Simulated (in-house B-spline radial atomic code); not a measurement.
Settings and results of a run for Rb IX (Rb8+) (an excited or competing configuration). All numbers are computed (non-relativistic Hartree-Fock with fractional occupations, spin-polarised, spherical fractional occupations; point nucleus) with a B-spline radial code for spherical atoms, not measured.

Command:
```bash
python run_scf.py task.json out
```
Settings:
```
Z                37
configuration    [Ar] 3d10 5f1
hamiltonian      nr
method           hf,
spin_polarised   True
```

Output (hartree, bohr):
```
 radial grid: 48 intervals, B-splines of order 8, outer radius 16.6667 bohr

 iter        energy (Eh)    residual
    1       -2888.129471    1.31e+00
    2       -2910.272753    7.78e-01
    3       -2915.753950    2.31e-01
    4       -2916.271521    6.84e-02
    5       -2916.307046    2.84e-02
    6       -2916.316426    6.45e-04
    7       -2916.316431    5.27e-05
    8       -2916.316431    7.78e-06
    9       -2916.316431    4.58e-07
   10       -2916.316431    5.66e-08

 total energy                     -2916.31643
 kinetic                            2916.3164
 electron-nucleus                  -6810.2390
 Hartree                            1071.5447
 exact exchange                      -93.9385

 orbital      occ     eigenvalue          <r>       <r^2>       <1/r>     <1/r^3>       r_max
 1s up      1.000      -556.9985    0.0412738  0.00228099     36.4977           -     0.02729
 1s down    1.000      -556.9987    0.0412738  0.00228099     36.4977           -     0.02729
 2s up      1.000       -80.4323     0.181678   0.0388494     8.16428           -      0.1532
 2s down    1.000       -80.4328     0.181678   0.0388495     8.16427           -      0.1532
 2p up      3.000       -73.3149      0.15686   0.0300388     8.11639     1517.73      0.1214
 2p down    3.000       -73.3154      0.15686    0.030039     8.11638     1517.73      0.1214
 3s up      1.000       -17.3303      0.51636    0.305147     2.74823           -      0.4591
 3s down    1.000       -17.3286     0.516269    0.305027     2.74873           -      0.4591
 3p up      3.000       -14.6955      0.51739    0.311231     2.64296     230.479      0.4498
 3p down    3.000       -14.6935     0.517254    0.311049      2.6436     230.597      0.4498
 3d up      5.000        -9.9691     0.509904    0.313552     2.43003     31.5807      0.3921
 3d down    5.000        -9.9663     0.509569    0.313077     2.43117     31.6115       0.392
 5f up      1.000        -1.4541      3.46456     13.7329    0.375657    0.197806       3.604
```

Cost of the run: 0.14 s on 1 thread of Intel(R) Xeon(R) Platinum 8375C CPU @ 2.90GHz, with other jobs on the host.

Caution: exact exchange at fractional occupations of open shells leaves self-interaction of up to several eV.
